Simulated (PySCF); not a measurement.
## Polarisability and C₆ of F²⁺ (fluorine, charge +2)

[He] 2s2 2p3, high-spin 4S determinant. All numbers are calculated (PySCF 2.14, the spin-free X2C one-electron Hamiltonian (Gaussian nucleus), in aug-cc-pCVTZ-DK with one added diffuse shell each of s, p, d, f type (8s7p5d3f, 75 functions)). Coupled (time-dependent) response in atomic units; α is the mean over directions.

| method | mean α (bohr³) | C₆ (like pair) | S(−4) |
| --- | --- | --- | --- |
| UHF | 1.267 | 1.557 | 1.524 |
| PBE | 1.249 | 1.596 | 1.245 |
| PBE0 | 1.242 | 1.572 | 1.271 |
| B3LYP | 1.222 | 1.552 | 1.172 |
| HSE06 | 1.246 | 1.576 | 1.287 |

S(−4) is the Cauchy moment in α(ω) = α(0) + S(−4) ω² + …

α(iu) at B3LYP:

```csv
u (hartree),α(iu) (bohr³)
0,1.222
0.0500,1.219
0.100,1.211
0.200,1.178
0.300,1.130
0.500,1.014
0.750,0.8699
1.00,0.7480
1.50,0.5647
2.00,0.4373
3.00,0.2793
5.00,0.1383
```

A single London oscillator, α(iu) = α/(1 + u²/ω²), gives C₆ = (3/4) ω α². Matching the computed C₆ needs ω = 4 × 1.552 / (3 × 1.222²) = 1.39 hartree.

For an ion, C₆ is the dispersion term alone; charge-induced terms of lower order in 1/R come first.
